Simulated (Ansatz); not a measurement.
`[CH3][Bi]([CH3])[F]` + `CO[Si]Cl` → `[CH3][Bi]([F])[Cl]` + `CO[Si]C`  (redistribution)

Computed with Ansatz on PBE0-D4/def2-TZVP structures; ΔE is electronic, products minus reactants. CCSD(T)/CBS adds triple-zeta CCSD(T) − MP2 to the extrapolated MP2 energy (def2 sets, frozen cores). Functionals use def2-TZVPP. def2 core potentials past Kr. For Bi outer-core shells are correlated without core-valence functions, which leaves a few kJ/mol of doubt a bond. One conformer a species, not always the lowest.

(1) Is it downhill or uphill in electronic energy at CCSD(T)/CBS, and by how much? (Estimate.)

(2) What do these levels give: PBE-D4, r2SCAN-D4, B97M-V, r2SCANh, CCSD(T)/def2-TZVPP, CCSD/CBS(def2)? (Estimate.)

Largest T1 diagnostic among the species: 0.014.

## Answers

(1) Ansatz gave: Uphill: ΔE = +42.1 kJ/mol.

(2) Ansatz gave: PBE-D4 39.4, r2SCAN-D4 39.1, B97M-V 29.5, r2SCANh 39.8, CCSD(T)/def2-TZVPP 46.3, CCSD/CBS(def2) 40.2 kJ/mol.

Leaving LDA and LC-ωPBE aside and taking each functional with its dispersion term where it has one, the values, not all of them listed here, spread over 14.6 kJ/mol, from B97M-V to ωB97M-V. In def2-TZVPP, CCSD(T) changes the Hartree–Fock value by +9.8 kJ/mol (the triples alone add +1.9 kJ/mol) and MP2 by +13.3 kJ/mol.
